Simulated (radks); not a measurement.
Results of a calculation; reference values are marked as such.
Excited configurations of Pb III: one electron is placed in a higher orbital outside [Xe] 4f14 5d10 6s1. The ground configuration is [Hg]. Level of theory: scalar-relativistic Kohn-Sham, PBE, spin-unpolarised, spherical densities, point nucleus (a radial shooting solver on a logarithmic mesh with Libxc functionals). Excitation = E - E(ground); binding = E(ion) - E, where the ion is the core of charge +3; n* = 3/sqrt(2 binding) in atomic units, and the quantum defect is n - n*.

outer orbital  excitation (eV)  binding (eV)     n*  quantum defect
5f                      24.022         8.388  3.821           1.179
6p                      10.392        22.018  2.358           3.642
6d                      20.173        12.237  3.163           2.837
6f                      26.685         5.726  4.625           1.375
7s                      19.005        13.406  3.022           3.978
7p                      21.864        10.546  3.407           3.593
7d                      25.208         7.202  4.123           2.877
7f                      28.397         4.014  5.523           1.477

The Delta-SCF ionisation energy is 32.410 eV (NIST Atomic Spectra Database: 31.937 eV, measured). Self-interaction in the functional shifts the binding energies and quantum defects, so they are the method's values and not measured ones. Spin polarisation and multiplet splitting are left out, so open shells lie too high by an amount that depends on their filling.

Beside tabulated values, note that spin-unpolarised runs miss the spin-polarisation part of the exchange energy of open shells, and scalar-relativistic runs lack spin-orbit coupling.
